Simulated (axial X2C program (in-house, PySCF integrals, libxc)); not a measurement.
## Potential curves of CdF, two-component

Computed with an in-house relativistic program for diatomic molecules. Two-component (2c) means X2C with spin–orbit coupling and atomic mean-field two-electron Coulomb and Gaunt terms. Basis: Cd dyall-v2z [9s10p7d2f], F dyall-v2z [5s4p1d] (cores contracted in-house); Gaussian nuclei, density fitting, unrestricted open shells. Masses: Cd 113.903 u, F 18.998 u.

State: Ω = 1/2 (⟨Sz⟩ = 0.50, ⟨Lz⟩ = 0.00 at LDA). Energies in cm⁻¹ from the fragments at the same level (Cd + F). Fits are polynomials in 1 − R0/R over 0.85 to 1.23 times the lowest point R0.

| R (Å) | LDA | PBE0 |
| --- | --- | --- |
| 1.7470 | -21169 | -13575 |
| 1.8273 | -24611 | -17457 |
| 1.8875 | -25951 | -19057 |
| 1.9478 | -26530 | -19844 |
| 2.0080 | -26548 | -20026 |
| 2.0783 | -26067 | -19692 |
| 2.1486 | -25221 | -18952 |
| 2.2389 | -23816 | -17636 |
| 2.3494 | -21871 | -15757 |
| 2.5100 | -19013 | -12976 |

One determinant describes the state; a PBE0 search over occupations chose it and may have missed a lower one. De is counted from the lowest determinant-based energies of the atoms at the same level, without counterpoise correction. Density functionals use the spin component along the axis (collinear). In 2c an atomic determinant is not the ground J level, so De misses part of the atomic spin–orbit lowering. This holds for PBE0. The functionals have no current-density term, which raises determinants with orbital currents, atoms included.

Task: What are Re, ωe and De at the LDA level?

Result: At LDA, 2c: Re = 1.979 Å, ωe ≈ 518 cm⁻¹, De = 3.30 eV to Cd + F; Be follows as 0.264 cm⁻¹.

Task: What are Re, ωe and De at the PBE0 level?

Result: At PBE0, 2c: Re = 2.000 Å, ωe ≈ 511 cm⁻¹, De = 2.48 eV to Cd + F; Be follows as 0.259 cm⁻¹.
